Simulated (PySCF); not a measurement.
## Ionising PbF

revPBE; basis Pb def2-SVPD with ECP60, F def2-SVPD; scalar-relativistic core potentials; PySCF 2.14. Neutral (UKS): doublet (π ↑), Re = 2.130 Å, ωe = 476 cm⁻¹, De = 4.75 eV, HOMO -3.86 eV, LUMO -3.71 eV.

PbF⁺ (UKS): singlet (closed shell), Re = 2.046 Å, ωe = 572 cm⁻¹. The energies at the minima are -292.70755 hartree for PbF and -292.45565 for PbF⁺.

(1) Work out the adiabatic ionisation energy, without and with harmonic zero-point energies (1 hartree = 27.2114 eV, 1 eV = 8065.5 cm⁻¹), and the change of the bond length.

These are scalar-relativistic numbers at best; spin–orbit coupling would shift them, the dissociation energy most. States were picked by a PBE0 search and need not be the measured ground states.

Results:

(1) At revPBE: 0.25190 hartree = 6.855 eV between the minima; the zero-point term (572.0 − 476.0)/2 cm⁻¹ = +0.006 eV makes it 6.860 eV. Re changes by -8.4 pm against the neutral. The electron leaves a π orbital; in so polar a molecule the change of length follows mostly from the change of the ionic charges.
